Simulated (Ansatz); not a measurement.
Total energies of C$_{3}$H$_{10}$FHfNO, SMILES `C[N](C)[Hf]([CH3])([OH])[F]`.

```csv
atom,x (Å),y (Å),z (Å)
C1,0.6934,1.1446,1.5947
N2,-0.2128,0.3410,0.8132
C3,-1.5862,0.7757,0.9285
Hf4,0.2090,-1.2346,-0.3801
C5,0.1075,-0.3917,-2.4430
O6,2.0261,-1.7984,-0.0866
F7,-1.2045,-2.5390,-0.2937
H8,1.7187,0.7820,1.4914
H9,0.6748,2.1969,1.2767
H10,0.4350,1.1218,2.6634
H11,-1.7161,1.8066,0.5703
H12,-1.9393,0.7364,1.9688
H13,-2.2544,0.1388,0.3373
H14,0.2685,-1.1635,-3.2056
H15,-0.8697,0.0633,-2.6424
H16,0.8646,0.3846,-2.5986
H17,2.7855,-2.3645,0.0059
```

Charge 0, multiplicity 1. Correlated methods include outer-core shells of Hf, which these sets cover unevenly. Hf takes the def2 core potential. The structure was optimised at the PBE0-D4/def2-TZVP level. It is one conformer, not always the lowest. Basis def2-TZVPP, Ansatz 0.2.0.

RPA on PBE orbitals: Hartree–Fock energy of these orbitals -395.89772 Eh, correlation -2.46632 Eh (frozen core).

```csv
functional,energy without D4 (Eh),D4 term (kJ/mol)
revPBE,-398.45096,-95.3
r2SCAN,-398.35917,-9.4
B97M-V,-398.46076,–
PBE0,-398.11337,-29.3
r2SCAN0,-398.26947,-10.9
BHLYP,-398.22775,-43.0
LC-ωPBE,-398.33563,–
ωB97M-V,-398.29689,–
B2PLYP,-398.15753,–
PBE-QIDH,-397.99182,–
```

Task: Give the same for LDA (SPW92), PBE, BLYP, B3LYP, r2SCANh, HSE06 (plane-wave form), CAM-B3LYP, ωB97X-V. (An estimate is asked.)

Result: Computed: 
| functional | energy without D4 (Eh) | D4 term (kJ/mol) |
| --- | --- | --- |
| LDA (SPW92) | -395.64094 | – |
| PBE | -398.12559 | -34.0 |
| BLYP | -398.38936 | -71.2 |
| B3LYP | -398.54802 | -53.6 |
| r2SCANh | -398.32243 | -9.9 |
| HSE06 (plane-wave form) | -398.09417 | -27.5 |
| CAM-B3LYP | -398.33753 | -30.0 |
| ωB97X-V | -398.38442 | – |

B3LYP takes the VWN-RPA correlation (the form of Gaussian; ORCA's B3LYP/G). HSE06 is the plane-wave form, built on full-range PBE exchange. The double hybrids freeze the cores in their second-order part.

LC-ωPBE has ω = 0.4 bohr⁻¹.
